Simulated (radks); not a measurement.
Results of a calculation; reference values are marked as such.
These are the eigenvalues of the occupied orbitals of an atom or ion with whole-number occupations (hartree). Code: a radial shooting solver on a logarithmic mesh with Libxc functionals. Model: non-relativistic Kohn-Sham, MS2 meta-GGA, spin-polarised, spherical densities, point nucleus; meta-GGA in the generalised Kohn-Sham scheme.

| orbital | eigenvalue |
|---|---|
| 1s up | -179.7473 |
| 1s down | -179.7449 |
| 2s up | -21.34332 |
| 2s down | -21.34163 |
| 2p up | -17.98304 |
| 2p down | -17.98041 |
| 3s up | -3.81953 |
| 3s down | -3.81491 |
| 3p up | -2.89523 |
| 3p down | -2.88815 |
| 4s up | -1.08545 |

Which element is it, and in what charge state? The configuration may be excited. Open shells, if any, are filled with parallel spins first.

Answer. Z = 22, titanium, charge +3: Ti3+ in [Ar] 4s1. The list shows which subshells hold electrons but not how many an open one holds; the 1s level, -179.75 hartree, gives Z - s = 19.0 by -(Z - s)^2/2, which with screening narrows Z to a few neighbours, and the depths of the outer levels then fix element, charge and occupations together.
